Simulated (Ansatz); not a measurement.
The same path of CH$_{5}$AsSe (8 atoms, charge 0, multiplicity 1) was run twice with different band settings. The coordinate that changes most is the height of As3 over the plane of its neighbours.

Level of theory: RKS PBE-D4/def2-SVP in Ansatz.

Relaxed end points:

```xyz
8
Properties=species:S:1:pos:R:3
C -0.704 1.239 -0.473
Se -0.107 0.253 1.127
As 0.877 -1.594 -0.055
H -1.212 2.147 -0.095
H 0.156 1.537 -1.101
H -1.423 0.639 -1.062
H 2.206 -1.596 0.731
H 0.299 -2.682 0.873
```

```xyz
8
Properties=species:S:1:pos:R:3
C -0.573 0.976 -0.437
Se -0.209 0.512 1.441
As 0.961 -1.560 1.148
H -1.126 1.935 -0.427
H 0.375 1.102 -0.994
H -1.196 0.195 -0.913
H 1.885 -1.062 0.011
H -0.024 -2.155 0.114
```

Common settings: movable images 9; climbing image yes; optimiser quadratic models (default); start path IDPP; force threshold 0.05 eV/Å; iteration limit 60; end points relaxed.

| run | spring |
| --- | --- |
| 1 | 5.0 eV/Å² |
| 2 | 0.5 eV/Å² |

(1) What does each run give, and how far can it be trusted?

Answers

(1) Run 1: converged after 8 iterations, highest image 1.631 eV above the first end. A vibrational analysis at the climbing image gives one clearly imaginary mode, 885i cm⁻¹: a first-order saddle point.
Run 2: converged after 6 iterations, highest image 1.631 eV above the first end. Another band between the same ends (9 images) ends at a top of the same energy, where a vibrational analysis finds 1 clearly imaginary mode.
